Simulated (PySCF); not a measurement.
**Correlation energy of Ca²⁺ (calcium, charge +2)**

[Ar], closed-shell 1S. Calculation: PySCF 2.14, in Sapporo-DKH3-DZP-2012; scalar relativity by spin-free X2C-1e. Frozen: [Ne] 3s2; 6 electrons correlated.

Total MP2 correlation energy: -148.90 mhartree.

Same-spin part -45.00 and opposite-spin part -103.90 mhartree; SCS-MP2 scales them by 1/3 and 6/5 to -139.68 mhartree.

| level | correlation energy (mhartree) |
| --- | --- |
| CCSD | -162.19 |
| (T) | -0.31 |
| CCSD(T) | -162.50 |

Diagnostics: T1 = 0.0033, D1 = 0.0046, largest double amplitude 0.049.

Task: Is a single reference adequate?

Result: Yes: T1 lies below 0.03 and no double amplitude reaches 0.07.
